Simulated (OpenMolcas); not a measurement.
Computed levels of 5d3 in ions with 71 electrons, in cm-1 above 4F 3/2.

```
Program             : OpenMolcas
Method              : CASSCF
Basis               : ANO-R2
Scalar Hamiltonian  : X2C, finite nucleus
Spin-orbit coupling : state interaction with AMFI integrals over the reference wave functions, term energies averaged over their components
```

Active space for each ion: 3 electrons in 10 orbitals (5d 6d).

| Level | Ta2+ | W3+ | Os5+ | Ir6+ | Pt7+ |
| --- | --- | --- | --- | --- | --- |
| 4F 5/2 | 2431 | 3552 | 6114 | 7725 | 9640 |
| 4F 7/2 | 4976 | 7024 | 11416 | 14000 | 16919 |
| 4F 9/2 | 7345 | 9995 | 15277 | 18151 | 21216 |
| 4P 1/2 | 12293 | 14656 | 19286 | 21753 | 24381 |
| 2G 7/2 | 14379 | 17786 | 24774 | 28701 | 33038 |
| 2H 9/2 | 14911 | 18354 | 25541 | 29677 | 34330 |
| 4P 5/2 | 15894 | 19629 | 27130 | 31236 | 35664 |
| 2P 1/2 | 19071 | 23536 | 32550 | 37509 | 42885 |
| 2H 11/2 | 20317 | 25083 | 34635 | 39853 | 45466 |

Problem. Estimate 4F 9/2, 4P 1/2, 2G 7/2 for Re4+ from its neighbours W3+ and Os5+.

Solution. 4F 9/2 is fine structure, which grows about as the fourth power of a screened charge, so the fourth roots are averaged: ((9995^0.25 + 15277^0.25) / 2)^4 = 12427. The calculation gives 12486, so the estimate is off by -0.5 %; the measured value is 11914 (the list in Brasseur, Gamrath and Quinet, At. Data Nucl. Data Tables 157, 101636 (2024)).
4P 1/2 is another term, which grows about linearly with the charge: (14656 + 19286) / 2 = 16971. The calculation gives 16942, so the estimate is off by +0.2 %; the measured value is 14325 (the list in Brasseur, Gamrath and Quinet, At. Data Nucl. Data Tables 157, 101636 (2024)).
2G 7/2 is another term, which grows about linearly with the charge: (17786 + 24774) / 2 = 21280. The calculation gives 21137, so the estimate is off by +0.7 %; the measured value is 19013 (the list in Brasseur, Gamrath and Quinet, At. Data Nucl. Data Tables 157, 101636 (2024)).

Mixed levels, with the weight of the term that names them: Ta2+ 2H 9/2 (52 %), W3+ 2H 9/2 (56 %), Re4+ 4F 9/2 (73 %), Re4+ 2H 9/2 (58 %), Os5+ 4F 9/2 (65 %), Os5+ 2H 9/2 (58 %), Ir6+ 4F 9/2 (58 %), Ir6+ 4P 1/2 (73 %), Ir6+ 2H 9/2 (57 %), Ir6+ 2P 1/2 (73 %), Pt7+ 4F 9/2 (50 %), Pt7+ 4P 1/2 (72 %), Pt7+ 2H 9/2 (56 %), Pt7+ 2P 1/2 (72 %).

Without dynamic correlation excited terms often stand tens of per cent too high (terms of higher spin than the ground term too low), and those without a measured partner can miss by more than the paired ones. Active for correlation alone: 6d; no level in the range computed is led by a configuration that fills it, so any true level of that kind is missing. Some levels mix across a computed gap that differs much from the measured one, so their mixing is not that of the real levels (holds for W3+). Measured partners are found by configuration, term and J. A level has none where our copy of the source lacks it or the pairing is in doubt (some pairs that miss far off the trend of their configuration count as doubtful), and it then counts in no deviation. Only configurations of the active space appear.
